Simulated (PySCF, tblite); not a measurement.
Isomers of C6H15OPSi, one GFN2-xTB conformer each. Single-point energies are computed at PBE0/pcSseg-1 (PySCF, gas phase, no added dispersion term), electronic only.

Question: Rank them by PBE0/pcSseg-1 energy, lowest first (kJ/mol).
A. `[CH3:1][O:2][CH:3]1[CH2:4][CH2:5][P:6]([SiH3:7])[CH2:8][CH2:9]1` with C1–O2–C3–C4 -78°, O2–C3–C4–C5 -59°, C3–C4–C5–P6 -67°, C4–C5–P6–Si7 162°, C5–P6–C8–C9 -61°
B. `[CH3:1][Si:2]1([CH3:3])[CH2:4][CH2:5][PH:6](=[O:7])[CH2:8][CH2:9]1` with C1–Si2–C4–C5 169°, Si2–C4–C5–P6 -58°, C4–C5–P6–O7 -172°, C5–P6–C8–C9 -61°

Answer: B (0.0), A (178.3).

As drawn, the lower has an Si–C bond and a P=O bond, which the higher lacks. GFN2-xTB itself gives, in the same order: 0.0, 103.0. Both levels put the same isomer lowest.

Question: Which frontier levels, dipoles and rotational constants go with these structures?

Answer: 
```tsv
SMILES	HOMO (eV, PBE0/pcSseg-1)	LUMO (eV)	dipole (D)	A, B, C (MHz)
C[Si]1(C)CC[PH](=O)CC1	-7.30	0.71	4.73	2094, 743.1, 691.9
COC1CCP([SiH3])CC1	-6.49	0.52	2.24	2082, 671.3, 647.5
```

Question: What happens when harmonic zero-point energies from GFN2-xTB frequencies are added?

Answer: 
| SMILES | ZPE (kJ/mol) | electronic (kJ/mol) | with ZPE (kJ/mol) |
| --- | --- | --- | --- |
| C[Si]1(C)CC[PH](=O)CC1 | 519.8 | 0.0 | 0.0 |
| COC1CCP([SiH3])CC1 | 511.2 | 178.3 | 169.7 |

The zero-point energies span 8.6 kJ/mol. The order is unchanged.
